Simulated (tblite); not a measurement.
Isomers of C5H10ClNSi. Calculated harmonic vibrations of the isolated species, GFN2-xTB (tblite), most abundant isotopes, no scaling. Against measured fundamentals such values can be off by several per cent, at times by over 20. Modes of hydrogen on silicon can be 10 to 20 % off. One conformer each.

Electronic energies: GFN2-xTB at the same geometries; isomer energies are rough at this level and their order can be wrong.

```tsv
SMILES	electronic energy, lowest = 0 (kcal/mol)
N#CC[C@@H]([SiH3])CCCl	29.5
[H]/N=C(/CC)C(=C)[SiH2]Cl	10.5
C[C@H](C#N)[Si](C)(C)Cl	8.3
C=CC[Si@H](Cl)/N=C\C	0.0
C[C@]([SiH3])(Cl)CCC#N	25.4
```

Question: How do GFN2-xTB zero-point energies change the relative energies?

Answer: 
| SMILES | ZPE (kcal/mol) | of it from modes above 1550 cm⁻¹ | electronic (kcal/mol) | with ZPE, lowest = 0 (kcal/mol) | lowest mode (cm⁻¹) | rings |
| --- | --- | --- | --- | --- | --- | --- |
| C=CC[Si@H](Cl)/N=C\C | 85.9 | 47.1 | 0.0 | 0.0 | 23 | 0 |
| C[C@H](C#N)[Si](C)(C)Cl | 87.2 | 46.7 | 8.3 | 9.6 | 32 | 0 |
| [H]/N=C(/CC)C(=C)[SiH2]Cl | 85.5 | 46.4 | 10.5 | 10.1 | 22 | 0 |
| C[C@]([SiH3])(Cl)CCC#N | 83.8 | 43.2 | 25.4 | 23.2 | 51 | 0 |
| N#CC[C@@H]([SiH3])CCCl | 84.2 | 42.8 | 29.5 | 27.8 | 35 | 0 |

The zero-point energies span 3.4 kcal/mol, from `C[C@]([SiH3])(Cl)CCC#N` to `C[C@H](C#N)[Si](C)(C)Cl`. The order is unchanged.

Question: What do entropy and thermal enthalpy add at 298.15 K and 1 bar (rigid rotor, harmonic oscillator, one conformer each)?

Answer: 
```
                 SMILES  point group  symmetry number  S (cal/(mol K))  H − H(0) (kcal/mol)  ZPE + H − H(0) − TS (kcal/mol)
C[C@H](C#N)[Si](C)(C)Cl           C1                1            109.1                 8.17                            62.9
 C[C@]([SiH3])(Cl)CCC#N           C1                1            102.2                 7.42                            60.7
 N#CC[C@@H]([SiH3])CCCl           C1                1            102.7                 7.20                            60.7
```

Not tabulated: `C=CC[Si@H](Cl)/N=C\C` (lowest mode only 23 cm⁻¹); `[H]/N=C(/CC)C(=C)[SiH2]Cl` (lowest mode only 22 cm⁻¹).
